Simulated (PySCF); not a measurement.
An unknown is described by computed data only.

Formula: C7H16OS.

- Dipole: 3.64 D [PBE0/pcSseg-1]
- NMR, other nuclei: isotropic shieldings of nuclei other than C and H, by class: 289 (1 O), 186 (1 S) ppm [GIAO PBE0/pcSseg-1]
- 1H NMR: chemical shifts (computed TMS as zero) by class: 2.43 (1 H), 2.33 (3 H), 2.05 (1 H), 1.93 (1 H), 1.23 (1 H), 1.02 (9 H) ppm [GIAO PBE0/pcSseg-1]
- 13C NMR: chemical shifts (computed TMS as zero) by class: 60.6 (1 C), 46.5 (1 C), 41.5 (1 C), 32.5 (1 C), 31.1 (3 C) ppm [GIAO PBE0/pcSseg-1]
- Rotational structure: rotational constants A, B, C: 2.702, 0.620, 0.587 GHz [GFN2-xTB]

Electronic properties: PySCF, gas phase, density fitting. Levels stand in brackets. The structure is a single GFN2-xTB conformer in the gas phase; no vibrational or solvent corrections. Each NMR value is the plain mean over a class of atoms that symmetry, rotation or inversion makes alike.

Problem. Propose a structure and show how it fits.

Solution. Numbering: `[CH3:1][S@@:2](=[O:3])[CH2:4][CH2:5][C:6]([CH3:7])([CH3:8])[CH3:9]`. 7 carbons fall into 5 classes; from least to most shielded: sp3 carbon bound to sulfur [C4] (60.6 ppm), S-methyl carbon [C1] (46.5 ppm), chain CH2 carbon [C5] (41.5 ppm), quaternary sp3 carbon [C6] (32.5 ppm), methyl carbon [C7/C8/C9] (31.1 ppm, 3 C, up to 6.1 ppm apart in this geometry). Hydrogen classes from least to most shielded: 1 H on an sp3 carbon bound to sulfur, C4 (2.43 ppm), 3 H on an S-methyl carbon, C1 (2.33 ppm, a mean of values up to 0.9 ppm apart in this geometry), 1 H on an sp3 carbon bound to sulfur, C4 (2.05 ppm), 1 H on a chain CH2 carbon, C5 (1.93 ppm), 1 H on a chain CH2 carbon, C5 (1.23 ppm), 9 H on 3 methyl carbons, C7/C8/C9 (1.02 ppm). The other shieldings belong to: 289 ppm, sulfinyl oxygen [O3]; 186 ppm, sulfinyl sulfur [S2]. The optimised geometry has point group C1 and is an asymmetric top. Structure: `C[S@@](=O)CCC(C)(C)C`. Computed isomers that give other values at the same levels: `CCC[C@@H](C)C[S@@](C)=O` (13C chemical shifts (computed TMS as zero) by class: 72.6 (1 C), 46.1 (1 C), 44.0 (1 C), 31.3 (1 C), 25.6 (1 C), 19.2 (1 C), 17.4 (1 C) ppm). The assignments are read from this structure; whether some other isomer fits the data as well wasn't checked. The mirror image fits equally.

The values belong to the conformer `[CH3:1][S@@:2](=[O:3])[CH2:4][CH2:5][C:6]([CH3:7])([CH3:8])[CH3:9]`: C1–S2–C4–C5 -177°, S2–C4–C5–C6 179°, C4–C5–C6–C7 179°.
